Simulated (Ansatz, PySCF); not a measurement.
Caution: the highest occupied level lies above zero, so the state may not be bound. This triplet is an excited state, 1.16 eV above the relaxed singlet at the level B3LYP/aug-cc-pVTZ // PBE0-D3(BJ)/def2-TZVPD (Ansatz, a program for electronic structure).

Cartesian coordinates (Å):
```xyz
6

C      2.6560     0.2013    -0.0544
N      1.5045    -0.1041    -0.1043
B      0.1772    -0.5733    -0.1604
N     -1.0558     0.2445    -0.2275
H     -1.6023     0.1075    -1.0677
H     -1.6796     0.1240     0.5595
```
Charge -1, spin multiplicity 3.

Q: Give the highest occupied spin orbital and total energy at the level PBE0-D3(BJ)/def2-TZVPD (PySCF).

A: 
The highest occupied spin orbital is 1.25 eV and the total energy comes out as -4720.33 eV.
